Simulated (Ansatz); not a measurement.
Isolated molecules relaxed with PBE0-D4/def2-TZVP in Ansatz; ΔE leaves out vibrations. CBS: MP2 limit from def2 TZ/QZ plus the TZ coupled-cluster correction, frozen cores. This one scheme is used for every species. DFT in def2-TZVPP. For Br, Ga outer-core shells are correlated without core-valence functions, which leaves a few kJ/mol of doubt a bond. Scalar relativity is left out up to krypton. One conformer a species, not always the lowest.

Reaction (hydrogenolysis of a Ga–Br bond): `[NH2][Ga]([OH])[Br]` + H₂ → `[NH2][GaH][OH]` + HBr

| species | r2SCANh-D4 energy (Eh) |
| --- | --- |
| `[NH2][Ga]([OH])[Br]` | -4630.85786 |
| H₂ | -1.17099 |
| `[NH2][GaH][OH]` | -2057.24718 |
| HBr | -2574.74087 |

Work out ΔE.

ΔE = (-2057.24718) + (-2574.74087) − (-4630.85786) − (-1.17099) = 0.04080 Eh = +107.1 kJ/mol. CCSD(T)/CBS gives +104.6 kJ/mol.

Largest T1 diagnostic among the species: 0.014.

From BLYP to BHLYP (50 % exact exchange), in def2-TZVPP and without D4, ΔE moves by +7.6 kJ/mol. At CCSD(T), def2-SVP lies −6.2 kJ/mol from the extrapolated value and def2-TZVPP −0.7 kJ/mol.
